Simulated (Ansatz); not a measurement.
CH$_{6}$N$_{2}$SSn, relaxed with RKS PBE0-D4/def2-TZVP in Ansatz from a PBE-D4/def2-SVP geometry. The force threshold is 0.005 eV/Å; the program also tests the step.

Charge 0, multiplicity 1. Sn takes the def2 core potential. The bonds changed during the relaxation, so this is another structure than the one it started from.

Start:

```xyz
11

N    -0.297   -0.086    1.921
Sn    1.203   -0.961    0.643
S     2.232    1.307    0.244
C    -1.207   -0.289   -1.923
N    -0.673   -0.316   -0.768
H     0.042    0.770    2.385
H    -0.592   -0.719    2.678
H     3.349    0.779   -0.331
H    -2.206    0.157   -2.120
H    -0.666   -0.718   -2.789
H    -1.186    0.077    0.060
```

```json
{"step": "1", "energy (eV)": "-20776.3524", "largest force (eV/Å)": "0.741", "largest move (Å)": "0.000"}
{"step": "2", "energy (eV)": "-20776.4290", "largest force (eV/Å)": "0.378", "largest move (Å)": "0.071"}
{"step": "3", "energy (eV)": "-20776.4423", "largest force (eV/Å)": "0.349", "largest move (Å)": "0.107"}
{"step": "4", "energy (eV)": "-20776.4595", "largest force (eV/Å)": "0.175", "largest move (Å)": "0.050"}
{"step": "5", "energy (eV)": "-20776.4649", "largest force (eV/Å)": "0.096", "largest move (Å)": "0.053"}
{"step": "6", "energy (eV)": "-20776.4660", "largest force (eV/Å)": "0.095", "largest move (Å)": "0.043"}
{"step": "7", "energy (eV)": "-20776.4676", "largest force (eV/Å)": "0.054", "largest move (Å)": "0.055"}
{"step": "8", "energy (eV)": "-20776.4679", "largest force (eV/Å)": "0.040", "largest move (Å)": "0.014"}
{"step": "9", "energy (eV)": "-20776.4680", "largest force (eV/Å)": "0.030", "largest move (Å)": "0.007"}
{"step": "10", "energy (eV)": "-20776.4681", "largest force (eV/Å)": "0.014", "largest move (Å)": "0.010"}
{"step": "11", "energy (eV)": "-20776.4681", "largest force (eV/Å)": "0.011", "largest move (Å)": "0.011"}
{"step": "14", "energy (eV)": "-20776.4682", "largest force (eV/Å)": "0.010", "largest move (Å)": "0.011"}
{"step": "17", "energy (eV)": "-20776.4683", "largest force (eV/Å)": "0.019", "largest move (Å)": "0.015"}
{"step": "20", "energy (eV)": "-20776.4683", "largest force (eV/Å)": "0.023", "largest move (Å)": "0.016"}
{"step": "23", "energy (eV)": "-20776.4684", "largest force (eV/Å)": "0.017", "largest move (Å)": "0.012"}
{"step": "26", "energy (eV)": "-20776.4686", "largest force (eV/Å)": "0.061", "largest move (Å)": "0.022"}
{"step": "29", "energy (eV)": "-20776.4689", "largest force (eV/Å)": "0.114", "largest move (Å)": "0.097"}
{"step": "32", "energy (eV)": "-20776.4711", "largest force (eV/Å)": "0.113", "largest move (Å)": "0.071"}
{"step": "35", "energy (eV)": "-20776.4776", "largest force (eV/Å)": "0.128", "largest move (Å)": "0.092"}
{"step": "38 (rejected)", "energy (eV)": "-20776.4800", "largest force (eV/Å)": "0.360", "largest move (Å)": "0.171"}
{"step": "41", "energy (eV)": "-20776.4943", "largest force (eV/Å)": "0.153", "largest move (Å)": "0.053"}
{"step": "44", "energy (eV)": "-20776.4968", "largest force (eV/Å)": "0.013", "largest move (Å)": "0.031"}
{"step": "47", "energy (eV)": "-20776.4972", "largest force (eV/Å)": "0.022", "largest move (Å)": "0.006"}
{"step": "50", "energy (eV)": "-20776.4972", "largest force (eV/Å)": "0.005", "largest move (Å)": "0.003"}
```

End:

```xyz
11

N    -0.228   -0.028    2.133
Sn    0.978   -1.022    0.781
S     1.996    1.016   -0.244
C    -0.928    0.019   -1.750
N    -0.886   -0.611   -0.659
H    -0.122    0.977    2.191
H    -0.188   -0.399    3.074
H     3.014    0.338   -0.795
H    -1.859    0.217   -2.283
H     0.008    0.400   -2.160
H    -1.786   -0.907   -0.288
```

Hardware: 4 threads of an Arm Neoverse V1 on a shared host. Wall time 3.8 min, peak host memory 0.66 GiB.
